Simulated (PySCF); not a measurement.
C2H2N, charge -1. Atoms are numbered in the order given.

```xyz
5

C     -1.2016     0.0882     0.0000
C      0.1803    -0.0014     0.0000
N      1.3624    -0.0117     0.0000
H     -1.7044    -0.2195    -0.9151
H     -1.7044    -0.2195     0.9151
```
Charge -1, spin multiplicity 1.

Coordinates come from a r2SCAN-D4/def2-TZVPD optimisation.

Calculation: HF/def2-TZVPD (PySCF).

Symmetry labels are those of the subgroup Cs that the program uses (full group Cs).

List the valence orbital energies around the gap with their symmetry. (Estimate from the structure and the level; the computed values follow.)


| orbital | symmetry | energy (eV) |
|---|---|---|
| HOMO−7 | A' | -26.30 |
| HOMO−6 | A' | -20.33 |
| HOMO−5 | A' | -11.86 |
| HOMO−4 | A" | -10.01 |
| HOMO−3 | A' | -8.70 |
| HOMO−2 | A' | -7.41 |
| HOMO−1 | A" | -5.78 |
| HOMO | A' | -1.97 |
| LUMO | A' | 6.01 |
| LUMO+1 | A' | 6.74 |
| LUMO+2 | A" | 8.23 |
| LUMO+3 | A' | 8.89 |
